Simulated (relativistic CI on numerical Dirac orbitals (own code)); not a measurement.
Tc⁷⁺: L2,3 absorption edge

Computed with this model: Dirac-Coulomb-Breit CI, separate exchange-only KLI orbitals for each configuration, a model potential for QED, valence Slater integrals scaled by 0.7, multiplet model of core-to-valence dipole absorption; configurations [Ar] 3d10 4s2 4p6 → [He] 2s2 2p5 3s2 3p6 3d10 4s2 4p6 4d; 300 K; Lorentzian 0.96 eV and Gaussian 0.5 eV FWHM. Energies are those of the free ion, without screening or charge transfer. The branching ratio is the share of the lower-energy edge in the whole absorption, uncertain by about 0.02 where the edges overlap. S is read from ⟨S²⟩ = S(S + 1).

Field parameters in Wybourne normalisation: D3d B²₀ = −7Dσ, B⁴₀ = −14Dq − 21Dτ, B⁴₃ = −14√(10/7) Dq; Oh B⁴₀ = 21Dq, B⁴₄ = √(5/14) B⁴₀. The field is a parameter set, without covalency.

free ion: ground-state S = 0.00, centroid 2733.57 eV, branching ratio 0.679. Peaks (eV, height): 2696.5 (100), 2812.1 (47).

D3d, 10Dq = 40600, Dσ = 1150, Dτ = 300 cm⁻¹: ground-state S = 0.00, centroid 2733.57 eV, branching ratio 0.679. Peaks (eV, height): 2693.9 (78), 2698.9 (100), 2810.1 (46), 2815.1 (37).

D3d, 10Dq = 37050, Dσ = 390, Dτ = -190 cm⁻¹: ground-state S = 0.00, centroid 2733.57 eV, branching ratio 0.679. Peaks (eV, height): 2694.1 (78), 2698.5 (100), 2810.2 (52), 2814.7 (36).

Oh, 10Dq = 37900 cm⁻¹: ground-state S = 0.00, centroid 2733.57 eV, branching ratio 0.679. Peaks (eV, height): 2694.0 (80), 2698.6 (100), 2810.1 (52), 2814.8 (36).

D3d, 10Dq = 14450, Dσ = 700, Dτ = 190 cm⁻¹: ground-state S = 0.00, centroid 2733.57 eV, branching ratio 0.679. Peaks (eV, height): 2695.1 (40), 2697.0 (100), 2811.3 (37), 2813.1 (30).

The statistical ratio of this edge is 2/3 = 0.667. Values above it arise where the holes sit mainly in the j = l + 1/2 valence subshell or the ground state has high spin; values below it where core-valence Coulomb terms move weight to the upper edge, as in nearly empty shells. At deep edges of heavy elements the radial integrals of the two core levels differ, which raises the baseline.

Strongest unbroadened transitions for D3d, 10Dq = 14450, Dσ = 700, Dτ = 190 cm⁻¹:

| Energy (eV) | Relative strength |
| --- | --- |
| 2694.12 | 1.7 |
| 2694.14 | 1.8 |
| 2694.18 | 1.3 |
| 2694.34 | 1.3 |
| 2694.41 | 1.0 |
| 2694.44 | 1.7 |
| 2695.07 | 16.1 |
| 2695.12 | 30.0 |
| 2696.07 | 1.2 |
| 2696.10 | 2.8 |
| 2697.01 | 46.6 |
| 2697.06 | 100.0 |
| 2810.62 | 1.7 |
| 2810.98 | 11.6 |
| 2811.19 | 3.4 |
| 2811.38 | 8.0 |
| 2811.39 | 32.0 |
| 2813.14 | 40.8 |
